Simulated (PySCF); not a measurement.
# Spin states and ions at one geometry of [TlCl]2+

PySCF 2.14.0, RKS r2SCAN, Tl def2-SVP with ECP60, Cl def2-SVP; non-relativistic Hamiltonian with scalar-relativistic core potentials where named; density fitting; no spin-orbit coupling; singlets restricted, open shells unrestricted. The geometry is relaxed for charge +2, singlet, vacuum:

```xyz
2

Tl    0.0000    0.0000   -0.3510
Cl    0.0000    0.0000    2.0577
```

Energies count from the relaxed state; an electron taken off or put on is at rest in vacuum. Charges and spins are Mulliken's.

| state | energy (eV) | spin squared | charge on Tl1 (e) | spin on Tl1 (e) | dipole about the centre of mass (D) |
| --- | --- | --- | --- | --- | --- |
| charge +2, singlet, vacuum | 0.00 | 0.00 | 1.57 | 0.00 | 0.44 |
| charge +2, triplet, vacuum | -0.20 | 2.01 | 1.36 | 0.58 | 3.65 |
| charge +1, doublet, vacuum | -17.89 | 0.76 | 0.96 | 0.38 | 1.29 |

Question: What does the state charge +3, doublet, vacuum give?

Answer: energy (eV) 25.04, spin squared 0.76, charge on Tl1 (e) 2.01, spin on Tl1 (e) -0.10, dipole about the centre of mass (D) 5.09.

With an electron taken off (doublet) the charges change, summed by element, by Tl +0.45 e, Cl +0.55 e. The vertical ionisation energy is 25.04 eV, against −ε(HOMO) = 21.35 eV of the relaxed state. The level lies 3.7 eV too high, as is usual for semilocal functionals and global hybrids, which keep a self-interaction error.

With an electron put on (doublet) the charges change, summed by element, by Tl -0.61 e, Cl -0.39 e. The vertical electron affinity is 17.89 eV, against −ε(LUMO) = 21.17 eV of the relaxed state.

Open shells may have lower solutions than those found.

The relaxed state isn't the lowest spin state tried at its geometry. No frequency check is given that shows the relaxed geometry to be a minimum. The gap of the closed shell is small, and it wasn't tested for a lower spin-broken solution at this geometry.
